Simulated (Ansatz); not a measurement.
Saddle point of Si₄NH₁₂ClO₃, closed shell (Si₄H₉ClO₃ ([SiH3][O][Si]([Cl])([O][SiH3])[O][SiH3]) + NH₃ → Si₃NH₈ClO₂ ([NH2][Si]([Cl])([O][SiH3])[O][SiH3]) + SiH₄O ([OH][SiH3]); bonds formed: O2–H9; dative contacts that become bonds: Si1–N10; bonds broken: Si1–O2, H9–N10), PBE0-D4/def2-TZVP structure:

| atom | x (Å) | y (Å) | z (Å) |
| --- | --- | --- | --- |
| Si1 | 0.5418 | 0.1183 | 0.8388 |
| O2 | 0.4791 | 0.2063 | -1.2366 |
| Si3 | -0.8375 | 0.3966 | -2.2068 |
| O4 | -1.0403 | 0.4754 | 0.7982 |
| Si5 | -2.2662 | 0.7170 | 1.8804 |
| O6 | 1.1075 | -1.3863 | 0.6927 |
| Si7 | 1.3798 | -2.4381 | -0.5504 |
| Cl8 | 0.8804 | 0.3602 | 2.9217 |
| H9 | 1.2472 | 1.0639 | -0.8441 |
| N10 | 1.6715 | 1.4388 | 0.2852 |
| H11 | -1.4538 | 1.7386 | -2.0141 |
| H12 | -0.4062 | 0.2803 | -3.6254 |
| H13 | -1.8447 | -0.6531 | -1.9156 |
| H14 | -2.3832 | -0.4272 | 2.8143 |
| H15 | -2.0481 | 1.9767 | 2.6323 |
| H16 | -3.5021 | 0.8327 | 1.0688 |
| H17 | 1.7736 | -3.7194 | 0.0852 |
| H18 | 2.4922 | -1.9605 | -1.4080 |
| H19 | 0.1597 | -2.6570 | -1.3638 |
| H20 | 2.6405 | 1.2763 | 0.5335 |
| H21 | 1.4087 | 2.3603 | 0.6137 |

Energies are electronic, without zero-point energy. Barriers and step energies count from the start structure reached by relaxing down the imaginary mode; all methods use the PBE0-D4 structures, on which another method's saddle can fall below an end. Ansatz 0.2.0; basis: def2-TZVPP, with def2-QZVPP for the basis limit; cores frozen in the correlated methods. B3LYP uses VWN-RPA correlation. Extrapolation: Hartree–Fock as exp(−7.88 √X), correlation as X^−2.97.

```json
{"method": "SPW92", "barrier (kJ/mol)": "?", "step energy (kJ/mol)": "55.7"}
{"method": "PBE-D4", "barrier (kJ/mol)": "111.6", "step energy (kJ/mol)": "36.8"}
{"method": "BLYP-D4", "barrier (kJ/mol)": "118.5", "step energy (kJ/mol)": "27.9"}
{"method": "r2SCAN-D4", "barrier (kJ/mol)": "124.5", "step energy (kJ/mol)": "43.9"}
{"method": "B97M-V", "barrier (kJ/mol)": "?", "step energy (kJ/mol)": "45.1"}
{"method": "PBE0-D4", "barrier (kJ/mol)": "124.5", "step energy (kJ/mol)": "40.1"}
{"method": "B3LYP-D4", "barrier (kJ/mol)": "128.1", "step energy (kJ/mol)": "30.5"}
{"method": "r2SCAN0-D4", "barrier (kJ/mol)": "132.2", "step energy (kJ/mol)": "44.6"}
{"method": "BHLYP-D4", "barrier (kJ/mol)": "143.9", "step energy (kJ/mol)": "35.3"}
{"method": "CAM-B3LYP-D4", "barrier (kJ/mol)": "130.4", "step energy (kJ/mol)": "33.4"}
{"method": "wB97X-V", "barrier (kJ/mol)": "133.3", "step energy (kJ/mol)": "41.5"}
{"method": "wB97M-V", "barrier (kJ/mol)": "132.5", "step energy (kJ/mol)": "44.8"}
{"method": "B2PLYP", "barrier (kJ/mol)": "130.6", "step energy (kJ/mol)": "33.0"}
{"method": "PBE-QIDH", "barrier (kJ/mol)": "132.8", "step energy (kJ/mol)": "46.4"}
{"method": "RPA on PBE", "barrier (kJ/mol)": "?", "step energy (kJ/mol)": "45.1"}
{"method": "HF", "barrier (kJ/mol)": "167.5", "step energy (kJ/mol)": "17.0"}
{"method": "MP2", "barrier (kJ/mol)": "131.5", "step energy (kJ/mol)": "47.1"}
{"method": "CCSD", "barrier (kJ/mol)": "142.6", "step energy (kJ/mol)": "41.0"}
{"method": "CCSD(T)", "barrier (kJ/mol)": "136.5", "step energy (kJ/mol)": "44.9"}
```

Problem. Fill in the withheld barriers. (To be estimated.)

Solution. Computed: B97M-V 141.4; SPW92 99.4; RPA on PBE 135.7 kJ/mol. Each is the energy of the saddle less that of the start structure, by the same method.

For comparison, the barrier by CCSD(T) at an estimated basis limit (MP2 extrapolated from triple and quadruple zeta, plus CCSD(T) − MP2 in triple zeta) is 137.6 kJ/mol.

No T1 diagnostic of these runs exceeds 0.012.

Labels in which every atom is bracketed show which atoms are joined, not bond orders.

For scale, one of the runs: CCSD(T)/def2-TZVPP, 502 basis functions, launched by `ansatz run in.yaml --threads 4 --pin off --events-out ev --progress --plain --max-ram 46080MiB --backend cuda --devices 0, --max-vram 37GiB`. Hardware: 4 CPU threads of an AMD EPYC 7R13 and a share of one NVIDIA H100, shared host. Wall time 110 s; peak host memory 2.5 GiB.
